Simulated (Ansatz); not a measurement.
Species: CsF, charge 0, multiplicity 1. SMILES: [F][Cs]
Geometry: optimised at B3LYP-D3(BJ)/def2-TZVP (Ansatz, a program for electronic structure).

Quantity: atomisation energy, in kcal/mol. Conventions: def2 sets with scalar-relativistic core potentials past Kr; 6-31G* and kin with 6d, 5d where marked; LANL2DZ with its own core potentials from Na on; no spin-orbit coupling; UHF or UKS for open shells; STO-3G and 3-21G all-electron and non-relativistic; atomisation electronic, to ground-state atoms. First-principles rows: single points at B3LYP-D3(BJ) geometries (Ansatz).

```tsv
level	program	atomisation energy (kcal/mol)
B3LYP/3-21G	Ansatz	37.5
B3LYP/LANL2DZ	Ansatz	79.4
B3LYP/def2-SVP	Ansatz	108.2
B3LYP/6-31G* with LANL2DZ past Ar	Ansatz	67.7
B3LYP/def2-TZVPD	Ansatz	118.0
```

No value to compare with is used here. The 4 habitual levels span 37.5 (B3LYP/3-21G) to 108.2 kcal/mol (B3LYP/def2-SVP); B3LYP/def2-TZVPD gives 118.0.

The sets are all those run for this method; runs whose electronic state is in doubt are left out.
